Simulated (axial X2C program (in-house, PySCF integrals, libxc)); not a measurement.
# Which molecule has these constants?

Calculated with an axial X2C code built on PySCF integrals, spin-free (one-electron X2C) or two-component (2c: spin–orbit coupling with atomic mean-field Coulomb and Gaunt terms, which also bring small scalar terms), in Dyall basis sets with cores contracted in-house; open shells are unrestricted.

A two-component PBE0 calculation in a Dyall 3-zeta basis gave Re = 1.884 Å, ωe = 580.3 cm⁻¹, dipole magnitude 1.75 D, Ω = 5/2.

**Question.** Which molecule is it?
A. LiNi
B. BeNi
C. NiB
D. NiF
E. NiC

**Answer.** C. The others have LiNi 2.269 Å and 393.2 cm⁻¹ (Ω = 5/2); NiF 1.754 Å and 621.9 cm⁻¹ (Ω = 1/2); NiC 1.583 Å and 984.3 cm⁻¹ (Ω = 0); BeNi 2.037 Å and 495.6 cm⁻¹ (Ω = 3).

Each entry is the lowest single determinant of a limited PBE0 search at one distance. De goes to single-determinant-based atoms at the same level (for ions the charge split of lowest energy) and is withheld (n/a) where an atom does not fit its ground term or J level. Main or longest-lived isotopes. One determinant is a doubtful description, or other states lie close, for LiNi, NiF, NiC, BeNi; these need not be ground states, and all values refer to the states named. With several unpaired electrons the Ω given is that of one determinant, not necessarily of the lowest component. The functionals have no current term, which raises determinants with orbital currents.
